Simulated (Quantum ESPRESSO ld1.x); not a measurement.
The numbers below are computed, except where a source is named.
Mean orbital radii <r> (bohr) of the germanium ion Ge+, [Ar] 3d10 4s2 4p1, of relativity; Dirac values are averaged over j with weights 2j + 1. Spin-unpolarised spherical Kohn-Sham, revPBE, point nucleus, ld1.x of Quantum ESPRESSO 7.5. A level marked "c x" has the speed of light scaled by that factor and shares open shells by 2j + 1; other Dirac levels either fill j = l - 1/2 first or share by 2j + 1.

shell  non-rel.
1s      0.04785
2s       0.2138
2p       0.1853
3s       0.6349
3p       0.6516
3d       0.7308
4s        2.064
4p        2.567

Give the values at the level "Dirac, c x 2".

Answer. 
shell  Dirac, c x 2  change of magnitude (%)
1s          0.04764                    -0.44
2s           0.2128                    -0.47
2p           0.1849                    -0.22
3s           0.6322                    -0.43
3p           0.6504                    -0.18
3d           0.7318                    +0.13
4s            2.056                    -0.38
4p            2.565                    -0.07
